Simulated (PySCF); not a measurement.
Argon: highly charged ions in a basis for the neutral atom

Ar⁷⁺ [Ne] 3s1, Ar⁸⁺ [Ne]. Calculation: PySCF 2.14, in def2-SVP (4s3p1d, 18 functions); the non-relativistic Hamiltonian (point nucleus). No spin-orbit coupling, so a gap to NIST mixes the basis error with missing relativistic terms.

Changed run: basis of the neutral atom used for a highly charged ion. This setting is unsound on purpose.

```csv
species,method,sound run (hartree),changed run (hartree),converged
Ar⁷⁺,UHF,not run,-511.02372,yes
Ar⁷⁺,MN15,not run,-511.32047,yes
Ar⁷⁺,BP86,not run,-511.47924,yes
Ar⁸⁺,UHF,not run,-505.81608,yes
Ar⁸⁺,MN15,not run,-506.12696,yes
Ar⁸⁺,BP86,not run,-506.23846,yes
```

Ionisation energy of Ar⁷⁺:

| method | changed run (eV) | NIST (eV) |
| --- | --- | --- |
| UHF | 141.71 | 143.46 |
| MN15 | 141.32 | 143.46 |
| BP86 | 142.61 | 143.46 |

The contracted functions were made for the neutral atom and can be too rigid for a highly charged ion.
